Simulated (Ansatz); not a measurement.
Consider the atomization: `[SiH3]BOCS` → B• + C• + 7 H• + O• + S• + Si•.

Calculated with Ansatz (gas phase, PBE0-D4/def2-TZVP geometries, no zero-point term in ΔE). CCSD(T)/CBS adds triple-zeta CCSD(T) − MP2 to the extrapolated MP2 energy (def2 sets, frozen cores). This one scheme is used for every species, atoms too. Functionals use def2-TZVPP. Open shells (•) are unrestricted, without spin–orbit coupling. Spin–orbit coupling would lower the free atoms: a little for B, C, O, S, Si. One conformer a species, not always the lowest.

```json
{"level": "B2PLYP", "ΔE (kJ/mol)": "4065.5"}
{"level": "PBE", "ΔE (kJ/mol)": "4147.5"}
```

What does CCSD(T)/CBS give? (Estimate.)

The calculation gave: +4108.4 kJ/mol. The listed levels differ from it by -42.9, 39.1 kJ/mol.

Largest T1 diagnostic among the species: 0.014.

In def2-TZVPP, CCSD(T) changes the Hartree–Fock value by +973.6 kJ/mol (the triples alone add +57.2 kJ/mol) and MP2 by +1014.4 kJ/mol; breaking electron pairs costs correlation energy, which Hartree–Fock lacks. The D4 term adds +38.1 kJ/mol with B3LYP and +20.1 kJ/mol with PBE0; it sums over pairs of atoms, weighted by their polarisabilities, and B3LYP, whose exchange is more repulsive, gets the larger term. From PBE to PBE0 (25 % exact exchange), in def2-TZVPP and without D4, ΔE moves by −58.1 kJ/mol: exact exchange takes away binding that semilocal exchange gives to molecules.

B3LYP here is the variant with VWN-RPA as its local correlation; programs differ in this.

For atomizations the MP2-based limit and the directly extrapolated one differ by several kJ/mol either way, and by 10 to 25 for some Ge, Se and Sn compounds, so smaller differences from it don't rank the levels.
